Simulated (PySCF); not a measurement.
Ge(I)(NH2), SMILES [NH2][Ge][I] (PBE0/def2-SVP optimised geometry):

```
5

Ge    -0.728    -1.244     0.000
I      1.867    -1.244     0.000
N     -0.942     0.555     0.000
H     -0.195     1.244     0.001
H     -1.867     0.976    -0.001
```

Method: PBE0/def2-TZVP, def2 effective core potentials past Kr in PySCF.

Task: What are the frontier orbital energies and the dipole moment?

Result: HOMO-2 -7.62 eV, HOMO-1 -7.36 eV, HOMO -7.04 eV, LUMO -2.03 eV, LUMO+1 -0.67 eV; dipole moment 3.06 D.

On the same geometry PBE/def2-TZVP, def2 effective core potentials past Kr (PySCF 2.14.0) gives HOMO-2 -6.54 eV, HOMO-1 -6.24 eV, HOMO -6.00 eV, LUMO -2.74 eV, LUMO+1 -1.42 eV; dipole moment 2.99 D.
